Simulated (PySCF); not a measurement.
A structure optimised at PBE-D3(BJ)/def2-SVP, used in a PySCF frequency run:

```
C
O 1 1.3399
C 1 1.3477 2 122.83
F 3 1.3433 1 121.96 2 173.21
F 1 1.3482 2 115.34 3 177.44
H 3 1.0990 4 116.09 1 177.69
C 2 1.4353 1 115.43 3 124.26
H 7 1.1049 2 106.51 1 179.14
H 7 1.1094 8 109.49 2 120.31
H 7 1.1121 8 109.64 9 119.95
```

**Question.** Write its SMILES and formula.

**Answer.** CO/C(F)=C/F, C3H4F2O

**Question.** What are its rotational constants (standard atomic weights)?

**Answer.** 8.2868, 2.1822, 1.8431 GHz
